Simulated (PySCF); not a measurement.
CH10FNSi3, SMILES C[Si@H](F)N([SiH3])[SiH3].

Geometry optimised at PBE-D3(BJ)/def2-SVP. The structure was generated by enumeration; whether it is a known compound was not checked. The values are those of a single conformer.

These are PBE-D3(BJ)/def2-SVP in PySCF values and carry that method's errors.

Frequencies are harmonic and unscaled.

```tsv
mode	ν (cm⁻¹)	IR (km/mol)	moving atoms (share of kinetic energy)
1	21	0.7	Si 33 %, F 25 %, C 22 %, H 20 %
2	83	0.2	H 66 %, C 13 %, N 13 %
3	115	1.2	H 54 %, Si 20 %, C 11 %, F 9 %
4	119	1.5	H 43 %, Si 28 %, F 15 %, N 10 %
5	141	0.5	H 78 %, Si 9 %
6	155	0.5	H 67 %, Si 22 %, F 9 %
7	160	0.1	H 43 %, Si 40 %, N 10 %
8	220	3.5	F 27 %, H 26 %, N 19 %, C 15 %, Si 14 %
9	269	8.4	F 25 %, Si 24 %, N 21 %, H 18 %, C 12 %
10	306	10.0	Si 48 %, F 22 %, H 19 %, N 9 %
11	472	1.9	Si 80 %, H 15 %
12	642	1.4	H 72 %, Si 14 %, C 8 %
13	645	0.2	H 73 %, C 13 %, Si 11 %
14	661	0.2	H 90 %, Si 10 %
15	673	2.3	H 68 %, Si 17 %, C 11 %
16	689	31.8	H 80 %, Si 8 %
17	710	8.8	H 79 %, C 11 %
18	743	108.1	H 44 %, Si 28 %, C 20 %
19	795	51.8	H 55 %, F 28 %, Si 10 %
20	852	198.5	H 46 %, Si 26 %, F 17 %
21	884	107.4	H 64 %, Si 18 %
22	900	47.2	H 96 %
23	906	137.9	H 94 %
24	912	365.1	H 86 %, Si 10 %
25	923	44.8	H 95 %
26	932	228.6	H 90 %
27	960	291.5	H 61 %, N 23 %, Si 15 %
28	969	126.4	N 62 %, H 26 %, Si 10 %
29	995	152.3	N 49 %, H 37 %, Si 13 %
30	1221	44.5	H 77 %, C 23 %
31	1374	2.2	H 96 %
32	1378	3.9	H 96 %
33	2153	74.8	H 99 %
34	2155	16.5	H 97 %
35	2159	104.9	H 96 %
36	2165	186.4	H 97 %
37	2172	101.5	H 97 %
38	2173	86.3	H 96 %
39	2180	157.3	H 97 %
40	2976	0.2	H 97 %
41	3076	2.3	H 91 %, C 9 %
42	3084	1.6	H 91 %, C 9 %
```
